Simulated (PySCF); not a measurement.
PGMEA (C₆H₁₂O₃), SMILES COCC(C)OC(C)=O.

Coordinates come from a B3LYP-D3(BJ)/def2-SVP optimisation. Other conformers were not sampled.

Computed with HF/def2-SVP (PySCF).

Gas-phase values at a fixed geometry.

Computed frontier levels, gap, dipole moment and polarisability:
```yaml
highest_occupied_level: -11.59 eV
lowest_empty_level: 4.72 eV
orbital_gap: 16.31 eV
dipole_moment: 2.35 D
quadrupole, principal values (traceless, Buckingham form, about the centre of nuclear charge): -12.97, 0.89, 12.08 D·Å
mean_static_polarisability: 69.6 bohr³ (10.31 Å³)
polarisability_principal_values: 60.7, 68.5, 79.6 bohr³
```
